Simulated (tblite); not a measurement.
C5H17BP2.
SMILES with atom numbers: `[BH3-:1][P@@+:2]([CH3:3])([PH2:4])[C:5]([CH3:6])([CH3:7])[CH3:8]` (hydrogens: H9, H10, H11 on B1; H12, H13, H14 on C3; H15, H16 on P4; H17, H18, H19 on C6; H20, H21, H22 on C7; H23, H24, H25 on C8)

Computed with GFN2-xTB (tblite), gas phase: L-BFGS steps from a force-field or distance-geometry start until the largest atomic force falls under 0.01 eV/Å.

At the end of the run (lengths in Å): P2–C5 1.882, P4–H15 1.392, P4–H16 1.394, B1–P2 1.948, P2–P4 2.179, C8–H24 1.089, C7–H22 1.088, B1–P2–P4 116.5°, P4–P2–C5 102.0°, C3–P2–C5 104.3°, B1–P2–C5 118.9°, B1–P2–C5–C6 -71°, H15–P4–P2–B1 35°, H9–B1–P2–C3 55°.

**Question.** These geometries were met on the way; a selection of coordinates is given. Order them by energy above the end point, lowest first.
A. P2–C5 1.895, P4–H15 1.380, P4–H16 1.399, B1–P2 1.962, P2–P4 2.188, C8–H24 1.091, C7–H22 1.089, B1–P2–P4 114.3°, P4–P2–C5 109.1°, C3–P2–C5 104.2°, B1–P2–C5 117.1°, B1–P2–C5–C6 -76°, H15–P4–P2–B1 121°, H9–B1–P2–C3 31°
B. P2–C5 1.810, P4–H15 1.443, P4–H16 1.440, B1–P2 1.904, P2–P4 2.167, C8–H24 1.127, C7–H22 1.120, B1–P2–P4 112.3°, P4–P2–C5 107.2°, C3–P2–C5 112.9°, B1–P2–C5 112.5°, B1–P2–C5–C6 -113°, H15–P4–P2–B1 -177°, H9–B1–P2–C3 4°
C. P2–C5 1.906, P4–H15 1.426, P4–H16 1.444, B1–P2 1.910, P2–P4 2.217, C8–H24 1.068, C7–H22 1.065, B1–P2–P4 114.5°, P4–P2–C5 107.7°, C3–P2–C5 109.4°, B1–P2–C5 114.1°, B1–P2–C5–C6 -113°, H15–P4–P2–B1 177°, H9–B1–P2–C3 2°
D. P2–C5 1.909, P4–H15 1.391, P4–H16 1.384, B1–P2 1.974, P2–P4 2.211, C8–H24 1.094, C7–H22 1.090, B1–P2–P4 114.3°, P4–P2–C5 111.6°, C3–P2–C5 107.5°, B1–P2–C5 114.4°, B1–P2–C5–C6 -115°, H15–P4–P2–B1 170°, H9–B1–P2–C3 2°
E. P2–C5 1.928, P4–H15 1.394, P4–H16 1.394, B1–P2 1.968, P2–P4 2.176, C8–H24 1.091, C7–H22 1.087, B1–P2–P4 106.3°, P4–P2–C5 112.0°, C3–P2–C5 106.0°, B1–P2–C5 122.2°, B1–P2–C5–C6 -103°, H15–P4–P2–B1 159°, H9–B1–P2–C3 5°

**Answer.** A (0.250 eV), E (0.408 eV), D (0.657 eV), C (1.057 eV), B (1.743 eV).

```tsv
step	E above end (eV)	rms distance from the end, all atoms (Å)	largest force (eV/Å)	rms shift of all bonds from the end (Å)
85	0.250	0.528	0.236	0.006
64	0.408	0.869	0.119	0.010
7	0.657	1.007	0.472	0.011
2	1.057	1.025	1.097	0.021
0	1.743	1.032	2.305	0.028
```

Rows stand in the order of the answer.
